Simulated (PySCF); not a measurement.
# Working out the excitation energy of N²⁺

N²⁺ [He] 2s2 2p1 (2P) → N²⁺ [He] 2s1 2p1 3s1 (4P). Computed with PySCF 2.14 in aug-cc-pVDZ-DK, with the spin-free X2C one-electron Hamiltonian (Gaussian nucleus). Frozen: 1s2. Energies in hartree (1 hartree = 27.21139 eV):

```
             part  N²⁺ (lower)  N²⁺ (upper)
              UHF   -52.836973   -51.580622
MP2 opposite-spin    -0.043750     0.000000
    MP2 same-spin    -0.002351    -0.006050
```

Q: What does Hartree-Fock give?

A: (-51.580622) − (-52.836973) = 1.256351 hartree = 34.187 eV.

Q: What do MP2 and SCS-MP2 (6/5 opposite-spin, 1/3 same-spin) give?

A: The opposite-spin parts differ by 1.190 eV and the same-spin parts by -0.101 eV. MP2: 34.187 + (1.190) + (-0.101) = 35.276 eV. SCS-MP2: 34.187 + 1.2 × (1.190) + (-0.101)/3 = 35.581 eV.

A double-zeta basis recovers only part of the correlation energy.
